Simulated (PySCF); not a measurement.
**Basis-set dependence of population analyses: `F[Si]([SiH3])([SiH3])P`**

Species: FH8PSi3.
Bonds: F1–Si2, Si2–Si3, Si2–Si4, Si2–P5. Hydrogens: H6, H7, H8 on Si3; H9, H10, H11 on Si4; H12, H13 on P5.

PBE0 throughout (PySCF), one geometry, spherical d and f functions. One conformer (not necessarily the lowest) at the PBE0-D3(BJ)/def2-SVP geometry, without solvent, vibrations or thermal averaging. Atoms taken as equivalent share a column and are averaged.

Mulliken charges (e):

```csv
basis,functions,F1,Si2,Si3/Si4,P5,H6 (×6),H12/H13
STO-3G,49,-0.236,+0.314,+0.327,+0.129,-0.115,-0.086
6-31G,77,-0.440,+0.497,+0.238,-0.090,-0.074,-0.001
pcSseg-0,77,-0.472,+0.483,+0.054,-0.323,-0.001,+0.106
6-31G*,102,-0.388,+0.509,+0.105,-0.181,-0.040,+0.044
cc-pVDZ,126,-0.319,+0.395,+0.045,-0.136,-0.020,+0.044
def2-SVP,126,-0.350,+0.352,+0.148,-0.112,-0.040,+0.027
aug-cc-pVDZ,203,-0.684,+0.965,-0.979,-0.986,+0.306,+0.413
"6-311+G(2d,p)",215,-0.404,+0.588,+0.046,-0.228,-0.035,+0.082
def2-TZVP,227,-0.324,+0.458,-0.032,-0.249,-0.002,+0.095
cc-pVTZ,278,-0.297,+0.423,-0.002,-0.165,-0.009,+0.049
IGLO-III,291,-0.485,+0.365,+0.551,-0.047,-0.144,-0.034
pcSseg-2,320,-0.400,+0.347,+0.339,-0.002,-0.101,-0.009
```

IAO charges (e):

| basis | functions | F1 | Si2 | Si3/Si4 | P5 | H6 (×6) | H12/H13 |
| --- | --- | --- | --- | --- | --- | --- | --- |
| STO-3G | 49 | -0.344 | +0.398 | +0.368 | +0.042 | -0.120 | -0.054 |
| 6-31G | 77 | -0.496 | +0.579 | +0.137 | -0.113 | -0.046 | +0.018 |
| pcSseg-0 | 77 | -0.466 | +0.547 | +0.087 | -0.130 | -0.031 | +0.031 |
| 6-31G* | 102 | -0.524 | +0.651 | +0.236 | -0.090 | -0.084 | -0.003 |
| cc-pVDZ | 126 | -0.523 | +0.639 | +0.236 | -0.098 | -0.083 | +0.004 |
| def2-SVP | 126 | -0.521 | +0.634 | +0.247 | -0.090 | -0.086 | +0.001 |
| aug-cc-pVDZ | 203 | -0.537 | +0.647 | +0.239 | -0.106 | -0.083 | +0.008 |
| 6-311+G(2d,p) | 215 | -0.542 | +0.652 | +0.263 | -0.093 | -0.091 | +0.001 |
| def2-TZVP | 227 | -0.544 | +0.662 | +0.266 | -0.094 | -0.093 | 0.000 |
| cc-pVTZ | 278 | -0.539 | +0.659 | +0.254 | -0.101 | -0.089 | +0.004 |
| IGLO-III | 291 | -0.544 | +0.655 | +0.265 | -0.091 | -0.092 | +0.001 |
| pcSseg-2 | 320 | -0.543 | +0.656 | +0.263 | -0.092 | -0.091 | 0.000 |

Hirshfeld charges (e):

| basis | functions | F1 | Si2 | Si3/Si4 | P5 | H6 (×6) | H12/H13 |
| --- | --- | --- | --- | --- | --- | --- | --- |
| STO-3G | 49 | -0.167 | +0.248 | +0.230 | +0.053 | -0.083 | -0.049 |
| 6-31G | 77 | -0.231 | +0.224 | +0.182 | -0.013 | -0.057 | 0.000 |
| pcSseg-0 | 77 | -0.234 | +0.262 | +0.190 | -0.016 | -0.062 | -0.009 |
| 6-31G* | 102 | -0.198 | +0.204 | +0.189 | -0.017 | -0.062 | +0.002 |
| cc-pVDZ | 126 | -0.199 | +0.214 | +0.201 | -0.004 | -0.067 | -0.005 |
| def2-SVP | 126 | -0.207 | +0.226 | +0.206 | -0.002 | -0.069 | -0.007 |
| aug-cc-pVDZ | 203 | -0.220 | +0.226 | +0.202 | -0.004 | -0.066 | -0.006 |
| 6-311+G(2d,p) | 215 | -0.221 | +0.220 | +0.207 | +0.001 | -0.067 | -0.006 |
| def2-TZVP | 227 | -0.211 | +0.220 | +0.201 | -0.005 | -0.067 | -0.004 |
| cc-pVTZ | 278 | -0.207 | +0.222 | +0.200 | -0.006 | -0.066 | -0.005 |
| IGLO-III | 291 | -0.218 | +0.233 | +0.199 | +0.001 | -0.067 | -0.007 |
| pcSseg-2 | 320 | -0.218 | +0.230 | +0.204 | -0.006 | -0.067 | -0.005 |

ESP-fitted charges (e):

| basis | functions | F1 | Si2 | Si3/Si4 | P5 | H6 (×6) | H12/H13 |
| --- | --- | --- | --- | --- | --- | --- | --- |
| STO-3G | 49 | -0.172 | +0.338 | +0.149 | -0.225 | -0.059 | +0.059 |
| 6-31G | 77 | -0.339 | +0.508 | +0.107 | -0.404 | -0.043 | +0.139 |
| pcSseg-0 | 77 | -0.317 | +0.550 | +0.032 | -0.464 | -0.025 | +0.159 |
| 6-31G* | 102 | -0.240 | +0.427 | +0.044 | -0.320 | -0.029 | +0.110 |
| cc-pVDZ | 126 | -0.258 | +0.454 | +0.004 | -0.275 | -0.019 | +0.093 |
| def2-SVP | 126 | -0.256 | +0.437 | +0.037 | -0.289 | -0.027 | +0.099 |
| aug-cc-pVDZ | 203 | -0.255 | +0.404 | +0.040 | -0.240 | -0.025 | +0.082 |
| 6-311+G(2d,p) | 215 | -0.270 | +0.431 | +0.032 | -0.242 | -0.025 | +0.082 |
| def2-TZVP | 227 | -0.258 | +0.434 | +0.031 | -0.245 | -0.026 | +0.081 |
| cc-pVTZ | 278 | -0.248 | +0.411 | +0.044 | -0.244 | -0.028 | +0.082 |
| IGLO-III | 291 | -0.238 | +0.358 | +0.051 | -0.215 | -0.027 | +0.077 |
| pcSseg-2 | 320 | -0.274 | +0.439 | +0.061 | -0.264 | -0.033 | +0.089 |

Some averages cover members that differ in this geometry, most widely: Si3/Si4, ESP-fitted in 6-31G* +0.008 to +0.079; Si3/Si4, ESP-fitted in def2-TZVP -0.004 to +0.066; Si3/Si4, ESP-fitted in 6-311+G(2d,p) -0.001 to +0.066; Si3/Si4, ESP-fitted in cc-pVTZ +0.011 to +0.077 e.

**Question.** Which scheme is steadiest as the basis changes?

**Answer.** Largest range over the bases for any column: Hirshfeld 0.07 e, ESP-fitted 0.25 e, IAO 0.28 e, Mulliken 1.53 e. Hirshfeld charges move least and Mulliken charges most, counted in e. Without the minimal STO-3G basis the ranges are Hirshfeld 0.06, ESP-fitted 0.25, IAO 0.18, Mulliken 1.53 e.

**Question.** How much do the charges still move between the two largest bases, IGLO-III and pcSseg-2?

**Answer.** At most, over all atoms: Mulliken 0.224 e, IAO 0.002 e, Hirshfeld 0.006 e, ESP-fitted 0.082 e.

**Question.** What do the same runs give for the total energy, the frontier levels and the dipole moment?

**Answer.** 
| basis | energy (Eh) | HOMO (eV) | LUMO (eV) | μ (D) |
| --- | --- | --- | --- | --- |
| STO-3G | -1298.5742 | -3.98 | 4.82 | 0.89 |
| 6-31G | -1313.7143 | -7.46 | -0.63 | 2.63 |
| pcSseg-0 | -1312.2293 | -7.63 | -1.05 | 2.51 |
| 6-31G* | -1313.8574 | -7.41 | -0.74 | 1.68 |
| cc-pVDZ | -1313.9328 | -7.42 | -0.77 | 1.60 |
| def2-SVP | -1313.4738 | -7.47 | -0.83 | 1.65 |
| aug-cc-pVDZ | -1313.9517 | -7.48 | -0.97 | 1.62 |
| 6-311+G(2d,p) | -1314.0133 | -7.51 | -1.07 | 1.67 |
| def2-TZVP | -1314.0277 | -7.48 | -1.03 | 1.52 |
| cc-pVTZ | -1314.0309 | -7.47 | -0.96 | 1.49 |
| IGLO-III | -1314.0271 | -7.48 | -0.97 | 1.53 |
| pcSseg-2 | -1314.0509 | -7.52 | -1.05 | 1.71 |

The dipole is fixed by the density alone, so its range of 1.74 D shows that the density itself changes with the basis, not only its division among atoms.
